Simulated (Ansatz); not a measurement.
Mulliken charges of C2H6GeSi, SMILES `C=[C]1[SiH2][GeH2]1` from ωB97M-V/def2-TZVPP in Ansatz (PBE0-D4/def2-TZVP geometry).

```
atom   x (Å)   y (Å)   z (Å)  charge (e)
  C1  -1.368   0.729  -0.952      -0.161
  C2  -0.377   0.165  -0.277      -0.252
 Si3   0.564  -1.420  -0.026       0.156
 Ge4   0.989   0.579   1.086       0.010
  H5  -1.957   0.174  -1.680       0.112
  H6  -1.646   1.773  -0.816       0.112
  H7   1.435  -1.890  -1.133      -0.017
  H8  -0.139  -2.543   0.644      -0.017
  H9   0.472   0.850   2.503       0.029
 H10   2.109   1.532   0.655       0.029
```

By hand: the dipole of these point charges (1 e Å = 4.8032 D).

Σ q r = (0.062, -0.012, 0.050) e Å, of length 0.081 e Å = 0.39 D.

How does the dipole of the full density compare? (An estimate is asked.)

The calculation gave: (-0.070, 0.022, -0.055) e Å, 0.44 D; the point charges give 0.89 times that, at 175° from its direction, so they point the opposite way.

Point charges leave out the atoms' own dipoles, such as those of lone pairs, and Mulliken's split depends on the basis, so the two needn't agree.
